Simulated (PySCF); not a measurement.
# Relaxation of singlet TiH4

Method: BP86/[Ti def2-TZVP, H def2-TZVP], no relativity, density fitting, PySCF. A (50,194) grid was used.

A start displaced from a saddle point along its imaginary mode, of D2d symmetry, held to at least that symmetry:

Coordinates in bohr (charge 0 multiplicity 1):
```
Ti    0.0000    0.0000    0.0000
H     3.3683    0.0000    0.2268
H     0.0000    3.3683   -0.2268
H    -3.3683    0.0000    0.2268
H     0.0000   -3.3683   -0.2268
```

Problem. What forces act on the atoms at the start (eV/Å)?

Solution. 
```csv
atom,Fx,Fy,Fz
Ti1,0.00,0.00,0.00
H2,-0.19,0.00,1.11
H3,0.00,-0.19,-1.11
H4,0.19,0.00,1.11
H5,0.00,0.19,-1.11
```

Problem. What does it relax to?

Solution. It ends at Td with Ti–H 1.709 Å (×4); H–Ti–H 109.5° (×6). No frequency check is given, so it may be a saddle point. Other isomers or separated fragments may lie lower.

Problem. How much energy is released, and in how many steps?

Solution. 246.9 kJ/mol in 8 steps.
